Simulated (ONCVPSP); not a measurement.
# PBEsol ONCV dataset for Zn (Z = 30), scalar-relativistic all-electron reference.

Input for ONCVPSP 4.0.1:

```
# ATOM AND REFERENCE CONFIGURATION
# atsym  z   nc   nv     iexc    psfile
  Zn 30.00    5    2  -116133      upf
#
#   n    l    f
    1    0    2.00
    2    0    2.00
    2    1    6.00
    3    0    2.00
    3    1    6.00
    3    2   10.00
    4    0    1.00
#
# PSEUDOPOTENTIAL AND OPTIMIZATION
# lmax
    2
#
#   l,   rc,      ep,       ncon, nbas, qcut
    0    1.70    0.00    4    7    3.90
    1    1.50    0.02    3    6    4.70
    2    1.20    0.00    5   10   10.60
#
# LOCAL POTENTIAL
# lloc, lpopt,  rc(5),   dvloc0
    4    3    1.15    4.00
#
# VANDERBILT-KLEINMAN-BYLANDER PROJECTORs
# l, nproj, debl
    0    2    0.80
    1    2    2.40
    2    2    0.80
#
# MODEL CORE CHARGE
# icmod, fcfact, rcfact
    3    5.00    1.70
#
# LOG DERIVATIVE ANALYSIS
# epsh1, epsh2, depsh
   -2.00    5.00    0.02
#
# OUTPUT GRID
# rlmax, drl
    6.00    0.01
#
# TEST CONFIGURATIONS
# ncnf
    4
# nvcnf
#   n    l    f
    2
    3    2   10.00
    4    0    2.00
#
    2
    3    2   10.00
    4    0    0.00
#
    2
    3    2    9.00
    4    0    0.00
#
    2
    3    2    9.00
    4    0    2.00
#
```

Command:

```bash
oncvpsp.x < Zn.dat > Zn.out
```

Output (shortened: citation, most of the input echo, consistency checks and plot data are left out):

```
ONCVPSP  (Optimized Norm-Conservinng Vanderbilt PSeudopotential)
scalar-relativistic version 4.0.1

#   n    l    f        energy (Ha)
    1    0    2.00    -3.5010910E+02
    2    0    2.00    -4.2878529E+01
    2    1    6.00    -3.7226638E+01
    3    0    2.00    -5.0932891E+00
    3    1    6.00    -3.4155916E+00
    3    2   10.00    -7.2736627E-01
    4    0    1.00    -5.1395943E-01

Reference configufation results
  iterations    28
  all-electron total energy (Ha)   -1.79423701D+03

Begin loop to  construct optimized pseudo wave functions
and semi-local pseudopoentials for all angular momenta

   Wellstate for l =  0  n =  5
     eigenvalue =   0.2860
     asymptotic potential =   0.7860
     half-point radius =  4.3663

Calculating optimized projector #   1

 for l=   0

    Fraction of norm inside rc  0.221965
    Optimizing pswf for qcut=   3.89 a_B^-1,  ecut=   7.57 Ha
    Residual kinetic energy error=  3.01D-04 Ha

    Energy error per electron        Cutoff
         Ha          eV             Ha
         0.01000     0.27211        4.37
         0.00100     0.02721        6.52
         0.00010     0.00272       11.83
         0.00001     0.00027       36.92

Calculating optimized projector #   2

 for l=   0

    Fraction of norm inside rc  0.124982
    Optimizing pswf for qcut=   3.89 a_B^-1,  ecut=   7.57 Ha
    Residual kinetic energy error=  1.53D-03 Ha

    Energy error per electron        Cutoff
         Ha          eV             Ha
         0.01000     0.27211        4.58
         0.00100     0.02721       12.84
         0.00010     0.00272       51.05
         0.00001     0.00027       61.09

   Wellstate for l =  1  n =  5
     eigenvalue =   0.0200
     asymptotic potential =   0.5200
     half-point radius = 10.3049

   Wellstate for l =  1  n =  6
     eigenvalue =   2.4200
     asymptotic potential =   2.9200
     half-point radius =  3.5657

Calculating optimized projector #   1

 for l=   1

    Fraction of norm inside rc  0.028866
    Optimizing pswf for qcut=   4.69 a_B^-1,  ecut=  11.00 Ha
    Residual kinetic energy error=  7.62D-04 Ha

    Energy error per electron        Cutoff
         Ha          eV             Ha
         0.01000     0.27211        1.39
         0.00100     0.02721        5.76
         0.00010     0.00272       49.61
         0.00001     0.00027      102.25

Calculating optimized projector #   2

 for l=   1

    Fraction of norm inside rc  0.086953
    Optimizing pswf for qcut=   4.69 a_B^-1,  ecut=  11.00 Ha
    Residual kinetic energy error=  5.23D-02 Ha

    Energy error per electron        Cutoff
         Ha          eV             Ha
         0.01000     0.27211       18.69
         0.00100     0.02721       65.35
         0.00010     0.00272      104.37

   Wellstate for l =  2  n =  4
     eigenvalue =   0.0726
     asymptotic potential =   0.5726
     half-point radius =  5.9979

Calculating optimized projector #   1

 for l=   2

    Fraction of norm inside rc  0.784816
    Optimizing pswf for qcut=  10.59 a_B^-1,  ecut=  56.07 Ha
    Residual kinetic energy error=  3.40D-03 Ha

    Energy error per electron        Cutoff
         Ha          eV             Ha
         0.01000     0.27211       51.02
         0.00100     0.02721      118.75
         0.00010     0.00272      255.17
         0.00001     0.00027      281.58

Calculating optimized projector #   2

 for l=   2

    Fraction of norm inside rc  0.035360
    Optimizing pswf for qcut=  10.59 a_B^-1,  ecut=  56.07 Ha
    Residual kinetic energy error=  3.11D-04 Ha

    Energy error per electron        Cutoff
         Ha          eV             Ha
         0.01000     0.27211       40.66
         0.00100     0.02721       51.26
         0.00010     0.00272       69.65
         0.00001     0.00027      156.70

Construct Vanderbilt / Kleinmman-Bylander projectors

B matrix Hermiticity error, ll=   0
   1   2    3.2930E-05

  Orthonormal projector coefficients  1.0064E+01  2.0750E+00

B matrix Hermiticity error, ll=   1
   1   2    5.3748E-05

  Orthonormal projector coefficients -1.0366E+01  2.2513E+00

B matrix Hermiticity error, ll=   2
   1   2    6.5002E-05

  Orthonormal projector coefficients -1.9174E+01 -7.8022E+00

Model core correction analysis
  based on d2Exc/dn_idn_j

d2excae - all-electron derivatives

   -2.796176D-02   -8.262298D-03
   -8.258202D-03   -4.808081D-02

d2excps - pseudofunction derivatives with no core correction

   -4.439385D-02   -8.841757D-03
   -8.836727D-03   -4.940390D-02

rms 2nd derivative error    8.252796E-03

rmatch, rhocmatch    0.6008   37.7632

Teter function model core charge with specified parameters

d2excps - pseudofunction derivatives with core correction

   -2.560621D-02   -8.385818D-03
   -8.380900D-03   -4.916506D-02

rms 2nd derivative error    1.299474E-03

Pseudoatom total energy  -61.272066

Diagnostic tests using Vanderbilt-Kleinman-Bylander pseudopotentials
  1 or more projectors used as specified by nproj input data

   l    rcore       rmatch      e in        delta e   norm test  slope test

   0   1.7012008   1.7528529  -0.5139594  -0.0000005   1.0000252   1.0000154
   0   1.7012008   1.7528529   0.2860406   0.0000058   1.0001373   1.0001373

   1   1.5003687   1.5459231   0.0200000  -0.0007789   1.0005269   1.0005269
run_diag: lschvkbbe ERROR   2   2   1  60  2.42000000E+00  2.12800000E+00
   1   1.5003687   1.5459231   2.4200000  -0.2920000   0.3889741   0.5317564

   2   1.2024657   1.2389752  -0.7273663  -0.0000055   1.0001634   1.0001784
   2   1.2024657   1.2389752   0.0726337  -0.0000022   1.0002753   1.0002753

 Testing for bound ghosts
   n   l    E NL Schr. Eq   E Basis Diag.   E Cutoff

   1   0       -0.513960       -0.500415     64.23

       1                       -2.047835     67.09  WARNING - GHOST(-)
   2   1       -0.283240       -0.190478     67.09

   3   2       -0.727372       -0.724054    383.44

 Testing for highly-localized positive-energy ghosts
       l    <radius>/rc     E Basis Diag.   E Cutoff

       0        0.555559        2.547645     64.23  WARNING - GHOST(+)

Test configuration 0

   n   l     f        eae           eps        diff
   1   0  2.0000 -350.10909878
   2   0  2.0000  -42.87852933
   2   1  6.0000  -37.22663779
   3   0  2.0000   -5.09328912
   3   1  6.0000   -3.41559161
   3   2 10.0000   -0.72736627   -0.72737173   -5.46D-06
   4   0  1.0000   -0.51395943   -0.51395992   -4.91D-07

    Total energies and differences
      AE_ref= -1.79423701D+03  AE_tst= -1.79423701D+03  dif=  0.00D+00
      PS_ref= -6.12720657D+01  PS_tst= -6.12720657D+01  dif= -2.65D-11
      PSP excitation error=  2.65D-11

Test configuration 1

   n   l     f        eae           eps        diff
   1   0  2.0000 -349.75222059
   2   0  2.0000  -42.52918286
   2   1  6.0000  -36.87665973
   3   0  2.0000   -4.73783554
   3   1  6.0000   -3.05960177
   3   2 10.0000   -0.37369768   -0.37552063   -1.82D-03
   4   0  2.0000   -0.22043144   -0.22018374    2.48D-04

    Total energies and differences
      AE_ref= -1.79423701D+03  AE_tst= -1.79460084D+03  dif= -3.64D-01
      PS_ref= -6.12720657D+01  PS_tst= -6.16357964D+01  dif= -3.64D-01
      PSP excitation error= -9.65D-05

Test configuration 2

   n   l     f        eae           eps        diff
   1   0  2.0000 -350.52298413
   2   0  2.0000  -43.28058947
   2   1  6.0000  -37.62968109
   3   0  2.0000   -5.50350710
   3   1  6.0000   -3.82627288
   3   2 10.0000   -1.13319042   -1.12968999    3.50D-03

    Total energies and differences
      AE_ref= -1.79423701D+03  AE_tst= -1.79356270D+03  dif=  6.74D-01
      PS_ref= -6.12720657D+01  PS_tst= -6.05978622D+01  dif=  6.74D-01
      PSP excitation error=  1.10D-04

Test configuration 3

   n   l     f        eae           eps        diff
   1   0  2.0000 -351.31403572
   2   0  2.0000  -44.09095770
   2   1  6.0000  -38.43814232
   3   0  2.0000   -6.27376670
   3   1  6.0000   -4.58887715
   3   2  9.0000   -1.86279921   -1.86863858   -5.84D-03

    Total energies and differences
      AE_ref= -1.79423701D+03  AE_tst= -1.79207401D+03  dif=  2.16D+00
      PS_ref= -6.12720657D+01  PS_tst= -5.91087659D+01  dif=  2.16D+00
      PSP excitation error= -3.03D-04

Test configuration 4

   n   l     f        eae           eps        diff
   1   0  2.0000 -350.39157452
   2   0  2.0000  -43.19200302
   2   1  6.0000  -37.53721182
   3   0  2.0000   -5.36751802
   3   1  6.0000   -3.68303643
   3   2  9.0000   -0.96829851   -0.98145913   -1.32D-02
   4   0  2.0000   -0.58517204   -0.58293797    2.23D-03

    Total energies and differences
      AE_ref= -1.79423701D+03  AE_tst= -1.79394179D+03  dif=  2.95D-01
      PS_ref= -6.12720657D+01  PS_tst= -6.09699009D+01  dif=  3.02D-01
      PSP excitation error= -6.94D-03
```

Note: ghosts flagged at negative energy: p at -55.7 eV; GHOST(+) flagged for s at 69.3 eV. A true bound ghost makes a file unfit for plane-wave use.

The run took about 3.8 s on one core of a shared server CPU.
